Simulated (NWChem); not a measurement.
Molecule: dithienothiophene (C8H4S3); SMILES c12sccc1sc1ccsc21

Results from NWChem. Medium grid unless said otherwise, to which SCAN and Minnesota functionals are sensitive. Coordinates come from a B3LYP/6-31G* (spherical d) optimisation. No frequency run checked for a minimum. Hybrids' shares of exact exchange are those that their runs print; pure functionals count as 0. The functionals differ in more than this share.

| row | share of exact exchange | highest occupied level (eV) |
|---|---|---|
| PBE/def2-SVP | 0.00 | -5.14 |
| TPSS/def2-SVP | 0.00 | -5.16 |
| B3LYP/def2-SVP | 0.20 | -5.79 |
| r2SCAN0/def2-SVP | 0.25 | -6.25 |
| MPW1K/def2-SVP | 0.43 | withheld |
| M05-2X/def2-SVP | 0.56 | -7.13 |

Fit a straight line of the last column on the one before it, predict the withheld value, and compare with the run.


1. Means of the 5 shown rows: x = 0.202, y = -5.894. Slope Σ(x − x̄)(y − ȳ)/Σ(x − x̄)² = -0.7604/0.2121 = -3.585; intercept -5.170.
2. The shown rows scatter about the line by 0.096 (root mean square); the largest residual is -0.18, at r2SCAN0/def2-SVP.
3. At x = 0.43 (MPW1K/def2-SVP; inside the shown range) the line gives -6.71.
4. The run gives -6.81, -0.10 from the line, 1.0 times the scatter.
